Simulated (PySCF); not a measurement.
**How methods differ on the ionisation energy of Br**

Br [Ar] 3d10 4s2 4p5 (2P) → Br⁺ [Ar] 3d10 4s2 4p4 (3P), as a difference of total energies. Computed with PySCF 2.14 in cc-pVDZ-PP with ECP10MDF, with a scalar-relativistic core potential. Correlated levels: valence: 3s2 3p6 3d10 frozen. The calculations carry no spin-orbit coupling.

```json
{"method": "UHF", "ionisation energy (eV)": "10.750"}
{"method": "LDA", "ionisation energy (eV)": "12.005"}
{"method": "PBE", "ionisation energy (eV)": "11.738"}
{"method": "MP2 (valence)", "ionisation energy (eV)": "11.300"}
{"method": "SCS-MP2 (valence)", "ionisation energy (eV)": "11.275"}
{"method": "CCSD (valence)", "ionisation energy (eV)": "11.261"}
{"method": "CCSD(T) (valence)", "ionisation energy (eV)": "11.263"}
```

How much does correlation contribute at CCSD(T) (valence)?

11.263 − (10.750) = 0.513 eV, measured against UHF.

Errors of the correlated levels include the incompleteness of this basis and the frozen core.

For comparison: 11.844 eV (measured; NIST levels, between the centres of gravity of the two terms).
